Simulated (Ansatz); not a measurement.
CH9BSSi2 can be A, `[SiH3]BCS[SiH3]`, or B, `B[SiH2]CS[SiH3]`.

Computed with Ansatz on PBE0-D4/def2-TZVP structures; ΔE is electronic, products minus reactants. CCSD(T)/CBS adds triple-zeta CCSD(T) − MP2 to the extrapolated MP2 energy (def2 sets, frozen cores). Functionals use def2-TZVPP. One conformer a species, not always the lowest.

(1) Which is lower in electronic energy at CCSD(T)/CBS, and by how much? (Best estimate.)

(2) Give E(B) − E(A) in kJ/mol with r2SCAN-D4, HF/def2-TZVPP, PBE-D4, B2PLYP, ωB97M-V, MP2/def2-TZVPP, PBE0-D4. (Estimate.)

Largest T1 diagnostic: 0.012.

## Answers

(1) The calculation gave: A, by 18.0 kJ/mol.

(2) The calculation gave: r2SCAN-D4 23.3, HF/def2-TZVPP 16.3, PBE-D4 24.5, B2PLYP 19.9, ωB97M-V 20.2, MP2/def2-TZVPP 17.7, PBE0-D4 22.6. None reverses the order clearly.
